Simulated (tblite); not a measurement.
Compound: CH₇BCl₂N₂.
Bonds: C1–N2, N2–B3, B3–N4, B3–Cl5, B3–Cl6. Hydrogens: H7, H8, H9 on C1; H10 on N2; H11, H12, H13 on N4.

Computed with GFN2-xTB (tblite), gas phase: L-BFGS steps from a force-field or distance-geometry start until the largest atomic force falls under 0.01 eV/Å.

Step 75: E = -597.7375 eV
```
atom  x, y, z in Å  |  force x, y, z in eV/Å
C1     -1.8110   -0.3117   -0.0397   -0.045  -0.033  -0.018
N2     -0.7033    0.4988   -0.4998    0.008  -0.014   0.009
B3      0.4828    0.7966    0.2209   -0.010   0.052   0.011
N4      1.6449   -0.5850    0.0298    0.082  -0.005  -0.031
Cl5     1.4847    2.1272   -0.5103   -0.021  -0.038   0.014
Cl6     0.3433    0.8246    2.0220    0.006   0.019   0.005
H7     -1.6240   -1.3860   -0.1636    0.045  -0.015  -0.033
H8     -2.7081   -0.0585   -0.6021   -0.032   0.041   0.069
H9     -1.9799   -0.1186    1.0183   -0.010   0.011  -0.014
H10    -0.7263    0.6874   -1.4865   -0.027   0.032  -0.062
H11     1.6745   -0.8682   -0.9445    0.003  -0.043  -0.011
H12     2.5634   -0.2534    0.3107    0.001   0.018   0.045
H13     1.3547   -1.3527    0.6271   -0.001  -0.025   0.015
```

Step 76: E = -597.7385 eV
```
atom  x, y, z in Å  |  force x, y, z in eV/Å
C1     -1.8099   -0.3142   -0.0402   -0.033   0.001  -0.025
N2     -0.7040    0.4994   -0.5005    0.011  -0.020   0.004
B3      0.4816    0.7991    0.2211   -0.017   0.037   0.021
N4      1.6431   -0.5843    0.0296    0.051  -0.020  -0.012
Cl5     1.4868    2.1248   -0.5079   -0.012  -0.011  -0.009
Cl6     0.3444    0.8343    2.0231   -0.003   0.005  -0.010
H7     -1.6257   -1.3880   -0.1756    0.026   0.010  -0.035
H8     -2.7104   -0.0478   -0.5904   -0.043   0.010   0.036
H9     -1.9736   -0.1284    1.0193    0.016   0.003   0.010
H10    -0.7197    0.6755   -1.4907   -0.036   0.029  -0.025
H11     1.6711   -0.8656   -0.9454    0.020  -0.036   0.003
H12     2.5594   -0.2512    0.3143    0.022   0.015   0.031
H13     1.3525   -1.3532    0.6256   -0.001  -0.021   0.010
```

Step 77: E = -597.7389 eV
```
atom  x, y, z in Å  |  force x, y, z in eV/Å
C1     -1.8058   -0.3189   -0.0424   -0.016   0.023  -0.010
N2     -0.7015    0.4967   -0.5050    0.014  -0.037   0.191
B3      0.4837    0.7999    0.2174   -0.036   0.018   0.022
N4      1.6404   -0.5845    0.0309    0.032  -0.025   0.015
Cl5     1.4893    2.1227   -0.5098   -0.005   0.010  -0.026
Cl6     0.3476    0.8414    2.0217   -0.011  -0.004  -0.018
H7     -1.6206   -1.3924   -0.1837    0.005   0.036  -0.035
H8     -2.7090   -0.0460   -0.5835   -0.052  -0.014   0.008
H9     -1.9667   -0.1368    1.0187    0.039  -0.009   0.008
H10    -0.7275    0.6898   -1.4878   -0.039   0.049  -0.177
H11     1.6658   -0.8703   -0.9429    0.041  -0.028   0.006
H12     2.5558   -0.2516    0.3190    0.021  -0.001   0.009
H13     1.3442   -1.3494    0.6297    0.007  -0.017   0.007
```

Step 78: E = -597.7395 eV
```
atom  x, y, z in Å  |  force x, y, z in eV/Å
C1     -1.8073   -0.3184   -0.0423   -0.007   0.030   0.002
N2     -0.7015    0.4955   -0.5049    0.006  -0.018   0.064
B3      0.4821    0.8020    0.2183   -0.038   0.004   0.017
N4      1.6442   -0.5854    0.0306   -0.001  -0.026   0.019
Cl5     1.4857    2.1246   -0.5081    0.001   0.014  -0.027
Cl6     0.3465    0.8396    2.0219   -0.012  -0.002  -0.021
H7     -1.6236   -1.3925   -0.1843   -0.008   0.054  -0.035
H8     -2.7107   -0.0411   -0.5815   -0.045  -0.028   0.006
H9     -1.9661   -0.1354    1.0191    0.039  -0.019   0.003
H10    -0.7259    0.6839   -1.4918   -0.029   0.028  -0.047
H11     1.6675   -0.8709   -0.9434    0.053  -0.023   0.014
H12     2.5586   -0.2513    0.3198    0.023  -0.007   0.002
H13     1.3462   -1.3501    0.6289    0.018  -0.007   0.002
```

**Question.** Estimate the geometry and energy of step 79. (The exact step hangs on the optimiser's Hessian estimate; all steps are aligned on step 78, rigid shifts and turns removed.)

**Answer.** E = -597.7402 eV, largest force 0.062 eV/Å
```
atom  x, y, z in Å  |  force x, y, z in eV/Å
C1     -1.8077   -0.3183   -0.0423   -0.001   0.027   0.004
N2     -0.7006    0.4937   -0.5052   -0.011   0.003  -0.020
B3      0.4813    0.8036    0.2180   -0.030  -0.002   0.013
N4      1.6465   -0.5865    0.0306   -0.009  -0.022   0.022
Cl5     1.4842    2.1262   -0.5083   -0.002   0.007  -0.023
Cl6     0.3449    0.8389    2.0211   -0.008   0.000  -0.021
H7     -1.6248   -1.3923   -0.1849   -0.010   0.050  -0.035
H8     -2.7112   -0.0401   -0.5807   -0.042  -0.025   0.009
H9     -1.9648   -0.1356    1.0194    0.034  -0.020   0.005
H10    -0.7295    0.6870   -1.4929   -0.016   0.013   0.028
H11     1.6701   -0.8739   -0.9427    0.052  -0.020   0.016
H12     2.5607   -0.2525    0.3203    0.021  -0.009   0.002
H13     1.3464   -1.3497    0.6299    0.023  -0.003   0.000
```

The energy changes by -0.0006 eV. The first-order estimate −F·Δx gives -0.0008 eV and the mean of the old and new forces, exact on a quadratic surface, -0.0006 eV. The step makes an angle of 58° with the force vector and moves no atom by more than 0.005 Å.

What follows is the cost of the whole relaxation. On one thread of an Arm Neoverse N1, shared host, this took 1.2 s wall.
